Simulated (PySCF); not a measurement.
Ge(Br)(Et)2(Vi), C₆H₁₃BrGe, SMILES C=[CH][Ge]([Br])([CH2]C)[CH2]C (GFN2-xTB optimised geometry):

```
21

C      2.208    -0.235    -1.052
C      1.471     0.076     0.000
Ge    -0.510     0.076     0.000
Br    -1.065    -0.811     2.073
C     -1.319    -1.164    -1.365
C     -0.873    -2.609    -1.198
C     -1.282     1.940     0.000
C     -2.793     1.966     0.175
H      3.288    -0.225    -1.023
H      1.765    -0.513    -1.995
H      1.954     0.347     0.931
H     -1.046    -0.794    -2.354
H     -2.406    -1.099    -1.286
H      0.209    -2.694    -1.283
H     -1.167    -2.992    -0.221
H     -1.328    -3.240    -1.960
H     -1.000     2.415    -0.940
H     -0.803     2.504     0.803
H     -3.156     2.992     0.200
H     -3.288     1.450    -0.647
H     -3.082     1.481     1.107
```

Method: PBE0/def2-SVP in PySCF 2.14.0.

### Question
What are the frontier orbital energies and the dipole moment?

### Answer
HOMO-2 -8.00 eV, HOMO-1 -7.59 eV, HOMO -7.46 eV, LUMO -0.33 eV, LUMO+1 0.90 eV; dipole moment 2.69 D.

On the same geometry PBE/def2-SVP run with PySCF gives HOMO-2 -6.76 eV, HOMO-1 -6.30 eV, HOMO -6.21 eV, LUMO -1.29 eV, LUMO+1 -0.05 eV; dipole moment 2.53 D.

Meta-Löwdin charges at PBE0/def2-SVP: C1 -0.20, C2 -0.28, Ge3 0.73, Br4 -0.32, C5 -0.35, C6 -0.29, C7 -0.35, C8 -0.29, H9 0.11, H10 0.10, H11 0.12, H12 0.10, H13 0.11, H14 0.10, H15 0.11, H16 0.10, H17 0.10, H18 0.11, H19 0.10, H20 0.09, H21 0.11.
